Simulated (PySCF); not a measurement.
Sn(F)(Me)(OH)2 (CH₅FO₂Sn), SMILES [CH3][Sn]([OH])([OH])[F]. The structure is a stationary point at PBE-D3(BJ)/def2-SVP. The structure was generated by enumeration; whether it is a known compound was not checked. The def2 effective core potentials stand for the cores of Sn; spin–orbit coupling is left out. One conformer was computed; it need not be the lowest.

Computed equilibrium geometry at PBE-D3(BJ)/def2-SVP (PySCF confirms it by a frequency run) as a Z-matrix (one conformer of several):
```
Sn
F 1 1.9672
O 1 1.9959 2 107.73
H 3 0.9773 1 109.49 2 67.60
O 1 2.0037 2 101.31 3 115.28
H 5 0.9787 1 107.15 2 -2.67
C 1 2.1396 2 111.87 6 125.74
H 7 1.1051 1 108.29 2 115.59
H 7 1.1052 8 110.76 1 -118.86
H 7 1.1053 8 110.65 9 -122.86
```
Charge 0, spin multiplicity 1.
